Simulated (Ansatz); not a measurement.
The first iterations of a band of C2H7BO (11 atoms, charge 0, multiplicity 1).

Level of theory: Ansatz 0.2.0, RKS B3LYP-D4/def2-SVP.

```json
{
  "movable images": "8",
  "climbing image": "no",
  "spring": "5.0 eV/Å²",
  "optimiser": "quadratic models (default)",
  "start path": "through a guess of the saddle point",
  "force threshold": "0.05 eV/Å",
  "iteration limit": "60",
  "end points": "relaxed"
}
```

Image 0:

```xyz
11
Properties=species:S:1:pos:R:3
C -0.075 1.353 -0.623
B -0.219 -0.180 -0.280
C 0.479 -0.817 0.992
O -0.977 -0.933 -1.126
H -0.433 1.602 -1.634
H -0.672 1.943 0.099
H 0.964 1.707 -0.512
H 0.190 -1.861 1.204
H 1.576 -0.797 0.856
H 0.280 -0.217 1.896
H -1.047 -1.856 -0.852
```

Image 9:

```xyz
11
Properties=species:S:1:pos:R:3
C -0.094 1.183 -0.664
B -0.178 -0.318 -0.164
C 0.544 -0.794 1.155
O -0.886 -1.258 -0.853
H -0.775 1.432 -1.496
H -0.288 1.890 0.161
H 0.936 1.396 -1.004
H 0.610 -1.890 1.235
H 1.554 -0.363 1.258
H -0.031 -0.430 2.028
H -1.327 -0.903 -1.636
```

| iteration | highest image above the first end (eV) | largest band force component (eV/Å) |
| --- | --- | --- |
| 1 | 4.079 | 14.283 |
| 2 | 2.267 | 3.663 |
| 3 | 1.493 | 3.496 |
| 4 | 0.901 | 1.656 |

Task: Does the band converge within its limit, and where does its top end?

Result: The forces met the threshold. It ended after 14 iterations with the highest image 0.582 eV above the first end. No image climbed, so the highest image needn't sit at the top of the path.

The run took 3.4 min on 2 threads of Arm Neoverse V1, on a shared host, peak memory 0.17 GiB.
